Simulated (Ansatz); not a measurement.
Ansatz results at the PBE0-D4/def2-TZVP geometry: HOMO energy (PBE/def2-TZVPP) -6.74 eV; HOMO–LUMO gap (ωB97M-V/def2-TZVPP) 11.57 eV; size of the dipole moment (ωB97M-V/def2-TZVPP) 2.75 D.

Each molecule was computed in one conformer, which needn't be the lowest.

(1) Which molecule gave them?
A. `[NH2][GeH2][O][GeH2][NH2]`
B. `O[SiH2]C#C[SiH3]`
C. `CO[SiH2]S[SiH](F)F`
D. `N[SiH2]O[SiH](N)Cl`

## Answers

(1) C. The others give `[NH2][GeH2][O][GeH2][NH2]`: -5.79, 11.47, 2.48; `O[SiH2]C#C[SiH3]`: -6.99, 11.29, 1.36; `N[SiH2]O[SiH](N)Cl`: -6.33, 12.07, 2.92.
